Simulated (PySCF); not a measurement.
Computed properties of CdS, SMILES [S]=[Cd]

CdS, SMILES [S]=[Cd]. Geometry optimised at B3LYP-D3(BJ)/def2-TZVPD. The def2 effective core potentials stand for the cores of Cd; spin–orbit coupling is left out. One conformer was computed; it need not be the lowest. All values are computed for the isolated molecule unless a solvent is named; none is compared with measurement here.

**Structure.** The optimised structure has C∞v symmetry. All 1 harmonic modes at B3LYP-D3(BJ)/def2-TZVPD (PySCF) are real, so it is a minimum.

**Vibrations.** The strongest infrared lines (harmonic, unscaled, degenerate partners summed) lie at 360 cm⁻¹ (3 km/mol, S 78 %, Cd 22 %). The softest mode is at 360 cm⁻¹ and the zero-point energy is 0.5 kcal/mol.

**Electronic structure.** HF/def2-TZVPD (PySCF) places the frontier levels at -8.55 and -1.51 eV, a gap of 7.04 eV, and gives a dipole moment of 7.77 D and a mean polarisability of 75.9 bohr³. PBE/def2-TZVPD (PySCF) at the same geometry gives -5.27 and -4.95 eV, so its gap is 6.72 eV narrower. An orbital gap is neither the optical nor the fundamental gap.

**Excitations.** TDA-ωB97X/def2-TZVPD (PySCF) has S1 at 0.87 eV (1419 nm, f = 0.005, weak); the most intense of the 10 singlets computed lies at 6.57 eV (f = 1.17). Strengths of degenerate partners are summed. T1 (TDA) is at 0.35 eV, 0.52 eV under S1. TDA-PBE/def2-TZVPD (PySCF) puts S1 at 0.59 eV.
